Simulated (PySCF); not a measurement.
## C3H10NO2Si: g tensor and hyperfine couplings

C₃H₁₀NO₂Si (doublet state).
Geometry (GFN2-xTB, Å), atoms numbered from 1 in this order:
```
atom  x, y, z in Å
C1    -1.2956   -1.1281    0.9918
C2    -0.8714   -0.2506   -0.1826
C3    -1.9481    0.7740   -0.5290
O4     0.3036    0.4451    0.1199
Si5    1.8060   -0.1821    0.2972
N6     2.7879    1.2366    0.1070
O7     2.1890   -1.2814   -0.8444
H8    -2.2168   -1.6541    0.7564
H9    -0.5109   -1.8501    1.2060
H10   -1.4494   -0.5105    1.8734
H11   -0.6904   -0.8969   -1.0559
H12   -2.8608    0.2707   -0.8365
H13   -1.6046    1.4134   -1.3384
H14   -2.1554    1.3958    0.3387
H15    2.4301    2.0812    0.5237
H16    3.7682    1.1425    0.3166
H17    2.3117   -0.9935   -1.7538
```

The hyperfine couplings belong to this conformer and change with its torsions.

Identity: `CC(C)O[Si](N)O` [radical].

Level of theory: UKS B3LYP, pcH-1 on C H N O Si, non-relativistic, mean-field spin-orbit, GIAO (PySCF). Isolated species at its GFN2-xTB geometry (one conformer only). A GFN2-xTB geometry isn't a minimum of the functional, and hyperfine couplings can be far from their values at a DFT geometry, by a factor of two or more for some ions and for spin on atoms past the first row. The SCF solution wasn't tested for stability.

| Property | Result |
| --- | --- |
| g1, g2, g3 | 2.00101, 2.00183, 2.00202 |
| g_iso | 2.00162 |
| Form of g | rhombic: the two nearest values differ by 18 % of g3 − g1 |
| ⟨S²⟩ | 0.7517 (exact 0.7500) |
| α and β electrons | 33, 32 |

Hyperfine couplings atom by atom, in G; T1 to T3 are the principal values of the dipolar part; ρ(0) is the spin density at the nucleus (MHz turned into gauss with g_iso; 10 G = 1 mT):

```json
{"atom": "C1", "isotope": "13C", "a_iso": "-0.3", "of which spin–orbit": "0.0", "T1": "-0.6", "T2": "-0.1", "T3": "0.7", "Mulliken spin population": "0.01", "ρ(0) (bohr⁻³)": "-0.0007"}
{"atom": "C2", "isotope": "13C", "a_iso": "-0.9", "of which spin–orbit": "0.0", "T1": "-0.3", "T2": "-0.3", "T3": "0.6", "Mulliken spin population": "-0.01", "ρ(0) (bohr⁻³)": "-0.0023"}
{"atom": "C3", "isotope": "13C", "a_iso": "1.9", "of which spin–orbit": "0.0", "T1": "-0.2", "T2": "-0.2", "T3": "0.4", "Mulliken spin population": "0.00", "ρ(0) (bohr⁻³)": "0.0048"}
{"atom": "O4", "isotope": "17O", "a_iso": "-13.2", "of which spin–orbit": "0.0", "T1": "-11.5", "T2": "5.6", "T3": "5.9", "Mulliken spin population": "0.07", "ρ(0) (bohr⁻³)": "0.0608"}
{"atom": "Si5", "isotope": "29Si", "a_iso": "-316.0", "of which spin–orbit": "0.3", "T1": "-42.8", "T2": "21.2", "T3": "21.6", "Mulliken spin population": "0.77", "ρ(0) (bohr⁻³)": "0.9970"}
{"atom": "N6", "isotope": "14N", "a_iso": "5.7", "of which spin–orbit": "0.0", "T1": "-2.8", "T2": "-2.7", "T3": "5.5", "Mulliken spin population": "0.12", "ρ(0) (bohr⁻³)": "0.0496"}
{"atom": "O7", "isotope": "17O", "a_iso": "-51.7", "of which spin–orbit": "0.0", "T1": "-3.3", "T2": "1.4", "T3": "1.9", "Mulliken spin population": "0.00", "ρ(0) (bohr⁻³)": "0.2388"}
{"atom": "H8", "isotope": "1H", "a_iso": "-0.2", "of which spin–orbit": "0.0", "T1": "-0.5", "T2": "-0.3", "T3": "0.8", "Mulliken spin population": "0.00", "ρ(0) (bohr⁻³)": "-0.0001"}
{"atom": "H9", "isotope": "1H", "a_iso": "0.7", "of which spin–orbit": "0.0", "T1": "-1.5", "T2": "-0.8", "T3": "2.4", "Mulliken spin population": "0.00", "ρ(0) (bohr⁻³)": "0.0005"}
{"atom": "H10", "isotope": "1H", "a_iso": "-0.2", "of which spin–orbit": "0.0", "T1": "-0.6", "T2": "-0.5", "T3": "1.1", "Mulliken spin population": "0.00", "ρ(0) (bohr⁻³)": "-0.0001"}
{"atom": "H11", "isotope": "1H", "a_iso": "0.3", "of which spin–orbit": "0.0", "T1": "-0.8", "T2": "-0.5", "T3": "1.3", "Mulliken spin population": "0.00", "ρ(0) (bohr⁻³)": "0.0002"}
{"atom": "H12", "isotope": "1H", "a_iso": "0.7", "of which spin–orbit": "0.0", "T1": "-0.3", "T2": "-0.2", "T3": "0.5", "Mulliken spin population": "0.00", "ρ(0) (bohr⁻³)": "0.0004"}
{"atom": "H13", "isotope": "1H", "a_iso": "-0.1", "of which spin–orbit": "0.0", "T1": "-0.4", "T2": "-0.3", "T3": "0.7", "Mulliken spin population": "0.00", "ρ(0) (bohr⁻³)": "0.0000"}
{"atom": "H14", "isotope": "1H", "a_iso": "0.0", "of which spin–orbit": "0.0", "T1": "-0.4", "T2": "-0.3", "T3": "0.7", "Mulliken spin population": "0.00", "ρ(0) (bohr⁻³)": "0.0000"}
{"atom": "H15", "isotope": "1H", "a_iso": "-3.2", "of which spin–orbit": "0.0", "T1": "-3.7", "T2": "-1.0", "T3": "4.7", "Mulliken spin population": "0.00", "ρ(0) (bohr⁻³)": "-0.0020"}
{"atom": "H16", "isotope": "1H", "a_iso": "-3.2", "of which spin–orbit": "0.0", "T1": "-3.8", "T2": "-1.4", "T3": "5.2", "Mulliken spin population": "0.00", "ρ(0) (bohr⁻³)": "-0.0020"}
{"atom": "H17", "isotope": "1H", "a_iso": "19.0", "of which spin–orbit": "0.0", "T1": "-1.2", "T2": "-0.7", "T3": "2.0", "Mulliken spin population": "0.04", "ρ(0) (bohr⁻³)": "0.0119"}
```

The Mulliken spin populations are largest on Si5 (+0.77), N6 (+0.12) and O4 (+0.07). Si5 is the only atom above +0.15. The angles at Si5 add up to 324.6°, so it is pyramidal.

Under fast tumbling the dipolar parts average out, and these isotropic splittings remain: 1 × 1H (H17, I = 1/2, 2 lines) with 1.90 mT, 1 × 14N (N6, I = 1, 3 lines) with 0.57 mT and 2 × 1H (H15/H16, I = 1/2, 3 lines) with 0.32 mT.

Nuclei that the bonding pattern makes equivalent are averaged, as if the motion that swaps them (rotation, inversion, ring flip) were fast.

The 17O coupling of O7 (-144.8 MHz) shows only in satellite lines or after enrichment, since that isotope makes up about 0.038 % of natural oxygen.

The 29Si coupling of Si5 (-885.3 MHz) shows only in satellite lines or after enrichment, since that isotope makes up about 4.7 % of natural silicon.

β density exceeds α density at some nuclei, such as C2 (-0.0023) and H15/H16 (-0.0020), spin density in bohr⁻³. In a single determinant that takes different orbitals for the two spins, that is spin polarisation.
